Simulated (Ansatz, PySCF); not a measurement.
Cl$_{4}$Si, triplet, at the geometry of the source list (a higher spin typed on purpose: for a closed-shell molecule this is an excited state). Base run: CAMB3LYP/STO-3G run with PySCF.

Input for PySCF:
```python
from pyscf import gto, scf, dft

mol = gto.M(
    atom='''
Cl   -1.181000   -1.204500   -1.102000
Si    0.000000    0.000000    0.000000
Cl   -0.787000    1.854300    0.044600
Cl    0.128800   -0.720300    1.877400
Cl    1.839200    0.070500   -0.820000
''',
    basis='sto-3g',
    charge=0,
    spin=2,
    verbose=4,
)

mf = dft.UKS(mol)
mf.xc = 'camb3lyp'
mf.kernel()
```

The same geometry, method and basis name were run in Ansatz (an electronic-structure program) and PySCF, at each program's defaults and at the settings that a row names. The base is PySCF at its defaults. Differences at the defaults can come from grids, fitting, cores and function types together. The rows with settings made alike still differ; the cause (another SCF solution, basis table, core potential or functional code) wasn't traced.

```json
[
 {"code and settings": "PySCF, defaults (exact integrals, its default grid, spherical functions)", "ΔE vs base (µEh)": "0.0", "basis functions": "45", "E (Eh)": "-2106.71203", "SCF cycles": "35", "dipole (D)": "0.74"},
 {"code and settings": "Ansatz, defaults (factorised integrals, its default grid, spherical functions)", "ΔE vs base (µEh)": "-582", "basis functions": "45", "E (Eh)": "-2106.71261", "SCF cycles": "-", "dipole (D)": "-"},
 {"code and settings": "PySCF, density fitting with def2-universal-jkfit", "ΔE vs base (µEh)": "-3448", "basis functions": "45", "E (Eh)": "-2106.71548", "SCF cycles": "32", "dipole (D)": "0.74"},
 {"code and settings": "PySCF, fine grid", "ΔE vs base (µEh)": "1.7", "basis functions": "45", "E (Eh)": "-2106.71203", "SCF cycles": "34", "dipole (D)": "0.74"},
 {"code and settings": "Ansatz, high accuracy", "ΔE vs base (µEh)": "-587", "basis functions": "45", "E (Eh)": "-2106.71262", "SCF cycles": "-", "dipole (D)": "-"}
]
```

Open shells are given as the SCF converged; they aren't shown to be the lowest states, and a large step between rows can be another state.
